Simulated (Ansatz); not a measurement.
System: AlH3, charge 1, multiplicity 2. SMILES of the parent species: [AlH3]

Atoms: Al1, H2, H3, H4. Bonds: Al1-H2, Al1-H3, Al1-H4.

Bond lengths (Å) and angles (degrees) optimised at HF/6-31G* with Ansatz (a first-principles code); PBE/6-31G* with Ansatz; MP2/6-31G* with Ansatz, each started from the B3LYP-D3(BJ)/def2-TZVP structure (Ansatz) of the last column. A row stands for all coordinates that are equal there. 6-31G* holds six Cartesian d functions. At HF/6-31G* the structure is a saddle point. No wavenumbers were computed at PBE/6-31G*, MP2/6-31G*, so these may be saddle points.

| coordinate | HF/6-31G* | PBE/6-31G* | MP2/6-31G* | B3LYP-D3(BJ)/def2-TZVP |
|---|---|---|---|---|
| Al1-H2 | 1.681 | 1.694 | 1.677 | 1.672 |
| Al1-H4 | 1.544 | 1.567 | 1.552 | 1.544 |
| H2-Al1-H3 | 68.8 | 68.3 | 68.2 | 66.4 |
| H2-Al1-H4 | 145.6 | 145.8 | 145.9 | 146.8 |

Mean signed difference of all 3 bond lengths from B3LYP-D3(BJ)/def2-TZVP: HF/6-31G* 0.006 Å, PBE/6-31G* 0.022 Å, MP2/6-31G* 0.006 Å.
